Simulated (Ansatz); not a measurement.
A cut through the energy surface

CH₃FMgS (SMILES C[S][Mg][F]), singlet, at its PBE0-D4/def2-TZVP minimum:

```xyz
7
angstrom
C -0.5184 1.0633 -0.2006
S 0.4369 0.3560 1.1881
Mg 0.9285 -1.7512 0.4841
F 1.3066 -3.3732 -0.0586
H -1.4418 0.5140 -0.3820
H -0.7800 2.0815 0.0866
H 0.0683 1.1096 -1.1175
```

The bond length C1–H6 (1.090 Å at the minimum) is set to the values below, the two halves moving rigidly along the bond. Each method's energies count from its own value at the PBE0-D4 minimum structure. Program: Ansatz 0.2.0. Basis: def2-TZVPP. Cores are frozen in the correlated methods. The outer core shell of Li, Na, Mg and K is correlated. The def2 sets are not built for correlating such inner shells, so the correlated values are less sure here. B3LYP uses VWN-RPA correlation.

CCSD(T) energies along the scan:
```json
{"bond length (Å)": "0.981", "CCSD(T) (eV)": "0.241"}
{"bond length (Å)": "1.003", "CCSD(T) (eV)": "0.146"}
{"bond length (Å)": "1.035", "CCSD(T) (eV)": "0.054"}
{"bond length (Å)": "1.072", "CCSD(T) (eV)": "0.005"}
{"bond length (Å)": "1.114", "CCSD(T) (eV)": "0.010"}
{"bond length (Å)": "1.158", "CCSD(T) (eV)": "0.070"}
{"bond length (Å)": "1.206", "CCSD(T) (eV)": "0.184"}
{"bond length (Å)": "1.256", "CCSD(T) (eV)": "0.342"}
{"bond length (Å)": "1.308", "CCSD(T) (eV)": "0.537"}
```
They count from the CCSD(T) energy at the PBE0-D4 minimum.

Minimum and curvature along this coordinate at CCSD(T): A fifth-order fit through the nearest points gives 1.089 Å, with a curvature of about 33 eV/Å².

Q: Treat the two halves as rigid bodies and work out the harmonic wavenumber of this stretch from that curvature (ν̃ = 521.5 √(k/μ) cm⁻¹ with k in eV/Å² and μ in u).

A: The halves weigh 89.40 and 1.01 u, so μ = 89.40 × 1.01/90.41 = 0.999 u and ν̃ = 521.5 √(33/0.999) ≈ 3000 cm⁻¹. A true normal mode mixes in other motions, so this is a guide only.

Largest difference from the CCSD(T) curve over the scan: r2SCAN-D4 0.003; B3LYP-D4 0.007; MP2 0.033 eV. Each curve counts from its own value at the minimum.

The T1 diagnostic stays at or below 0.011.

For scale, one of the runs: CCSD(T)/def2-TZVPP, 178 basis functions (an equivalent command: `ansatz run in.yaml --threads 4`). The run took 47 s on 4 CPU threads (shared host), with 1.8 GiB of host memory at its peak.
